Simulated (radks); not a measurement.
Values are calculated unless marked as measured or tabulated.
Spin polarisation of the 4f6 shell in Sm. Start: [Xe] 4f(up 3, down 3) 6s2; electrons of 4f are moved from spin down to spin up, other shells keep equal spins. Code: a radial shooting solver on a logarithmic mesh with Libxc functionals. Model: non-relativistic Kohn-Sham, PBE, spin-polarised, spherical densities, point nucleus.

| moment (Bohr magnetons) | E - E(0) (eV) | e(4f up) (eV) | e(4f down) (eV) | 6s down minus up (eV) |
|---|---|---|---|---|
| 0 | 0.000 | -5.706 | -5.706 | 0.000 |
| 1 | -0.179 | -6.046 | -5.331 | 0.027 |
| 2 | -0.715 | -6.350 | -4.920 | 0.054 |
| 3 | -1.609 | -6.616 | -4.474 | 0.082 |
| 4 | -2.857 | -6.842 | -3.990 | 0.111 |
| 5 | -4.459 | -7.022 | -3.467 | 0.140 |
| 6 | -6.412 | -7.152 | -2.901 | 0.171 |

At moment 6 the spin-polarisation energy is -6.412 eV and the 4f exchange splitting 4.251 eV, that is 0.709 eV per Bohr magneton; E = -I m^2/4 would give I = 0.712 eV.
